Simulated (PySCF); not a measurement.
## Computed vibrations of TlI3

TlI3 (singlet). PySCF 2.14.0, RKS PBE, Tl def2-SVP with ECP60, I def2-SVP with ECP28; non-relativistic Hamiltonian with scalar-relativistic core potentials where named; density fitting; no spin-orbit coupling. Central differences of gradients.

```xyz
4

Tl    0.0000    0.0000    0.0000
I    -1.3804    0.0000    2.3908
I    -1.3804    0.0000   -2.3908
I     2.7607    0.0000    0.0000
```

Run from Python with OMP_NUM_THREADS=2. Where DIIS fails, smearing, a level shift and second-order steps follow.
It took 37 s on 2 threads of Arm Neoverse V1, on a shared host.

Q: What are the harmonic wavenumbers and infrared intensities?

A: Modes are labelled in D3h; negative numbers are unstable modes, those under 60 cm⁻¹ near the noise; a finer grid moves soft modes by up to 10 cm⁻¹.
```tsv
cm⁻¹	km/mol	symmetry
40	1.0	e'
40	1.0	e'
58	0.8	a2''
127	0.0	a1'
176	22.8	e'
176	22.8	e'
```

Q: Is this a minimum?

A: Yes, within the noise of the softest modes. Ideal gas at 298.15 K and 1 bar: S = 411.0 J/(mol K), Cp = 81.8 J/(mol K), H − H(0 K) = 21.5 kJ/mol (rigid rotor, harmonic modes, spin degeneracy alone; the modes under 60 cm⁻¹ make these uncertain).
